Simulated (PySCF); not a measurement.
B(I)(Me)2 (C₂H₆BI), SMILES CB(C)I. Heavy atoms are numbered as in [B:1]([I:2])([CH3:3])[CH3:7]. Hydrogens are named by the atom that carries them.

The structure is a stationary point at B3LYP-D3(BJ)/def2-SVP. The def2 effective core potentials stand for the cores of I; spin–orbit coupling is left out.

The numbers are results of PBE/def2-TZVP (PySCF), not measurements.

ESP charges are fitted to the potential on shells at 1.4 to 2.0 van der Waals radii. Atomic charges (e), one atom of each kind:

```csv
atom,ESP fit,Mulliken
B1,0.48,0.02
I2,-0.18,-0.08
C3 (CH3),-0.68,-0.39
H on C3,0.18,0.15
```

Computed Mayer and Wiberg (Löwdin basis) orders of the bonds:
| bond | Mayer | Wiberg |
|---|---|---|
| B1–I2 | 1.28 | 1.85 |
| B1–C3 | 1.08 | 1.39 |
| B1–C7 | 1.08 | 1.39 |
